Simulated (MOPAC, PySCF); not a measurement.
C$_{3}$H$_{6}$O, SMILES `C[C@@H]1CO1`, neutral singlet in the gas phase. 

Cartesian coordinates (Å):
SMILES: C[C@@H]1CO1
```xyz
10

C      1.2533     0.0214    -0.0127
C     -0.1530    -0.4305    -0.2764
C     -1.3169     0.3538     0.1378
O     -0.9286    -0.8158     0.8648
H      1.9006    -0.8349     0.1874
H      1.2857     0.6861     0.8511
H      1.6550     0.5526    -0.8790
H     -0.2805    -1.0978    -1.1266
H     -1.1633     1.2933     0.6612
H     -2.2522     0.2717    -0.4076
```
Charge 0, multiplicity 1.

All levels are single points at this geometry (B3LYP-D3(BJ)/def2-TZVP); Pople sets use spherical d functions. Orbital energies aren't observables, and empty levels follow the basis.

HF/6-31G* in PySCF gives HOMO (eV) = -11.71.

**Question.** Estimate the HOMO (eV) from each of these levels: B3LYP-D3(BJ)/def2-TZVP in PySCF; B3LYP/6-311+G** in PySCF; SVWN5/6-31G* in PySCF; AM1 in MOPAC; PM3 in MOPAC.

**Answer.** 
```tsv
level	HOMO (eV)
B3LYP-D3(BJ)/def2-TZVP in PySCF	-7.51
B3LYP/6-311+G** in PySCF	-7.54
SVWN5/6-31G* in PySCF	-5.74
AM1 in MOPAC	-11.30
PM3 in MOPAC	-11.33
```
